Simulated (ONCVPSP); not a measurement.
# What one change does to a pseudopotential (phosphorus, ONCV)

phosphorus (P), optimised norm-conserving Vanderbilt (ONCV), made with ONCVPSP 4.0.1 (PBE, scalar-relativistic). Core [Ne], reference 3s2 3p1 (charge +2). Waves: 3s: rc 1.65 bohr, ncon 4, nbas 8, qcut 4.7 1/bohr, 2 projectors, debl 1 Ha; 3p: rc 1.70 bohr, ncon 4, nbas 7, qcut 3.9 1/bohr, 1 projector. Local part: polynomial inside 1.20 bohr (lpopt 1, dvloc0 1 Ha). Core correction: Teter function, fcfact 2.5, rcfact 1.7.

In the s channel the program set the typed energies aside and used -1.248, 0.250 Ha.

Change: all radii but the core radius scaled by about 1.21 (s 2.00, p 2.06 bohr); local potential polynomial inside 1.46 bohr (lpopt 1, dvloc0 1 Ha).

Cutoffs: the cutoffs (Ha) at which the residual kinetic energy of the hardest occupied pseudo-wave falls to 1 and 0.1 mHa per electron; they do not see the model core or the augmentation charge, which bear on the density cutoff. Errors are all-electron minus pseudo energies relative to the spin-unpolarised reference configuration.

**Question.** How do hardness, ghosts and transferability respond?

**Answer.** The potential gets softer (10 Ha and 31 Ha → 8.6 Ha and 11 Ha); of the 4 tests that both files solve, the error grows in 0 and shrinks in 1 by more than 15 % and 0.3 meV (median size 5.6 → 6.1 meV); neither file shows a bound ghost. A larger radius leaves more room for a smooth pseudo-wave, so fewer plane waves are needed.

```csv
quantity,base,changed
"cutoff, loose",10 Ha,8.6 Ha
"cutoff, tight",31 Ha,11 Ha
loose cutoff by channel,"s 10 Ha, p 5.6 Ha","s 8.6 Ha, p 4.8 Ha"
bound ghosts,none,none
GHOST(+) flags under 300 eV,s at 159.6 eV,none
"error for 3s2 3p3, meV [ΔE -28.88 eV]",-6.9,-7.5
"error for 3s2 3p2, meV [ΔE -19.15 eV]",-4.4,-4.8
"error for 3s2 3p0, meV [ΔE 29.74 eV]",-26,-28
"error for 3s1 3p4, meV [ΔE -20.34 eV]",-2.2,-1.4
"rms error of d²Exc/dni dnj with the model core, mHa",3.81,3.97
```
